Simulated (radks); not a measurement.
Coulomb parameter of the 4d shell of the ruthenium ion Ru3+ in the model configuration [Kr] 4d4 5p1, as a second difference U = [E(n + 1) + E(n - 1) - 2 E(n)] / (1)^2 with all orbitals relaxed. "Bare": the charge of the atom changes with n. "Screened": the 5p shell takes up the change at fixed total charge, which measures U(4d,4d) + U(5p,5p) - 2 U(4d,5p). Method: scalar-relativistic Kohn-Sham, PBE, spin-unpolarised, spherical densities, finite nucleus; Fermi nuclear charge, rms radius 4.4809 fm; computed with a radial shooting solver on a logarithmic mesh with Libxc functionals.

case         configuration  E - E(n) (eV)
start         [Kr] 4d4 5p1          0.000
bare +1       [Kr] 4d5 5p1        -35.300
bare -1       [Kr] 4d3 5p1         49.467
screened +1       [Kr] 4d5        -16.654
screened -1   [Kr] 4d3 5p2         19.479

U(bare) = 14.167 eV, U(screened by 5p) = 2.824 eV, against the Slater integral F0(4d,4d) = 17.694 eV with frozen orbitals.
